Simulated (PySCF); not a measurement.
I4Zr, singlet, geometry from GFN2-xTB (such geometries of metal compounds can be far from the true shape) (core potentials on I, Zr); DF-B3LYP/def2-SV(P) run with PySCF.

Input for PySCF:
```python
from pyscf import gto, scf, dft

mol = gto.M(
    atom='''
Zr   -0.000000    0.000000   -0.000000
I     2.185457   -0.649465   -1.611235
I     0.865279    0.403455    2.623475
I    -1.198477    2.334034   -0.953962
I    -1.852259   -2.088024   -0.058278
''',
    basis='def2-sv(p)',
    ecp={'I': 'def2-sv(p)', 'Zr': 'def2-sv(p)'},
    charge=0,
    spin=0,
    verbose=4,
)

mf = dft.RKS(mol)
mf.xc = 'b3lyp'
mf = mf.density_fit(auxbasis='def2-universal-jkfit')
mf.kernel()
```

It wrote (shortened):

```
PySCF version 2.14.0

[INPUT] verbose = 4
[INPUT] num. atoms = 5
[INPUT] num. electrons = 112
[INPUT] charge = 0
[INPUT] spin (= nelec alpha-beta = 2S) = 0
[INPUT] symmetry False subgroup None
[INPUT] Mole.unit = angstrom
[INPUT] Symbol           X                Y                Z      unit          X                Y                Z       unit  Magmom
[INPUT]  1 Zr     0.000000000000   0.000000000000   0.000000000000 AA    0.000000000000   0.000000000000   0.000000000000 Bohr   0.0
[INPUT]  2 I      2.185457000000  -0.649465000000  -1.611235000000 AA    4.129915187014  -1.227310977491  -3.044792872314 Bohr   0.0
[INPUT]  3 I      0.865279000000   0.403455000000   2.623475000000 AA    1.635140331338   0.762419453586   4.957649244643 Bohr   0.0
[INPUT]  4 I     -1.198477000000   2.334034000000  -0.953962000000 AA   -2.264793296590   4.410685025423  -1.802726913242 Bohr   0.0
[INPUT]  5 I     -1.852259000000  -2.088024000000  -0.058278000000 AA   -3.500262221761  -3.945793501519  -0.110129459087 Bohr   0.0

nuclear repulsion = 662.733165606357
number of shells = 50
number of NR pGTOs = 294
number of NR cGTOs = 128
basis = def2-sv(p)
ecp = {'I': 'def2-sv(p)', 'Zr': 'def2-sv(p)'}

******** <class 'pyscf.df.df_jk.DFRKS'> ********
method = DFRKS
initial guess = minao
damping factor = 0
level_shift factor = 0
DIIS = <class 'pyscf.scf.diis.CDIIS'>
diis_start_cycle = 1
diis_space = 8
diis_damp = 0
SCF conv_tol = 1e-09
SCF conv_tol_grad = None
SCF max_cycles = 50
direct_scf = False
XC library pyscf.dft.libxc version 7.1.2
    S. Lehtola, C. Steigemann, M. J. T. Oliveira, and M. A. L. Marques,  SoftwareX 7, 1–5 (2018)
XC functionals = b3lyp
    P. J. Stephens, F. J. Devlin, C. F. Chabalowski, and M. J. Frisch,  J. Phys. Chem. 98, 11623 (1994)
radial grids:
    Treutler-Ahlrichs [JCP 102, 346 (1995); DOI:10.1063/1.469408] (M4) radial grids

becke partition: Becke, JCP 88, 2547 (1988); DOI:10.1063/1.454033
pruning grids: <function nwchem_prune>
grids dens level: 3
symmetrized grids: False
atomic radii adjust function: <function treutler_atomic_radii_adjust>
small_rho_cutoff = 0
Set gradient conv threshold to 3.16228e-05
Initial guess from minao.
tot grids = 110224
******** <class 'pyscf.df.df.DF'> ********
auxbasis = def2-universal-jkfit
init E= -1105.15315635038
  HOMO = -1.9336763287297  LUMO = -1.73294423297591  gap/eV = 5.46220
cycle= 1 E= -1233.26691860697  delta_E= -128  |g|= 5.66  |ddm|= 17.4

WARN: HOMO -0.00959044460373715 == LUMO -0.00959013736769185

cycle= 2 E= -1225.57394823255  delta_E= 7.69  |g|= 6.44  |ddm|= 15.3
  HOMO = -0.103169721471859  LUMO = 0.0746291412095763  gap/eV = 4.83815
cycle= 3 E= -1235.28937298488  delta_E= -9.72  |g|= 2.88  |ddm|= 9.01
  HOMO = -0.293303668589909  LUMO = -0.17334011917462  gap/eV = 3.26437
cycle= 4 E= -1238.38340548073  delta_E= -3.09  |g|= 0.588  |ddm|= 4.94
  HOMO = -0.26395683649084  LUMO = -0.128579805859389  gap/eV = 3.68380
cycle= 5 E= -1238.48556893876  delta_E= -0.102  |g|= 0.223  |ddm|= 1.06
  HOMO = -0.276385450328087  LUMO = -0.133242794703339  gap/eV = 3.89511
cycle= 6 E= -1238.50180721126  delta_E= -0.0162  |g|= 0.0624  |ddm|= 0.395
  HOMO = -0.280090277675592  LUMO = -0.132640083317439  gap/eV = 4.01232
cycle= 7 E= -1238.50335633722  delta_E= -0.00155  |g|= 0.0104  |ddm|= 0.13
  HOMO = -0.280597196417418  LUMO = -0.13276288827423  gap/eV = 4.02278
cycle= 8 E= -1238.50339888334  delta_E= -4.25e-05  |g|= 0.00349  |ddm|= 0.0216
  HOMO = -0.280608016729008  LUMO = -0.132921559392605  gap/eV = 4.01875
cycle= 9 E= -1238.50340273974  delta_E= -3.86e-06  |g|= 0.00123  |ddm|= 0.00311
  HOMO = -0.280597116924113  LUMO = -0.132997050713627  gap/eV = 4.01640
cycle= 10 E= -1238.50340316641  delta_E= -4.27e-07  |g|= 0.000473  |ddm|= 0.00181
  HOMO = -0.280624390814667  LUMO = -0.132991361261907  gap/eV = 4.01730
cycle= 11 E= -1238.50340325898  delta_E= -9.26e-08  |g|= 8.03e-05  |ddm|= 0.000887
  HOMO = -0.280625534607739  LUMO = -0.132998545227268  gap/eV = 4.01713
cycle= 12 E= -1238.50340326132  delta_E= -2.34e-09  |g|= 1.06e-05  |ddm|= 0.000105
  HOMO = -0.280625485200048  LUMO = -0.132999215275553  gap/eV = 4.01712
cycle= 13 E= -1238.50340326136  delta_E= -3.64e-11  |g|= 3.26e-06  |ddm|= 1.92e-05
  HOMO = -0.2806253708677  LUMO = -0.132998166149949  gap/eV = 4.01714
Extra cycle  E= -1238.50340326132  delta_E= 3.91e-11  |g|= 1.11e-05  |ddm|= 1.69e-05
converged SCF energy = -1238.50340326132
```
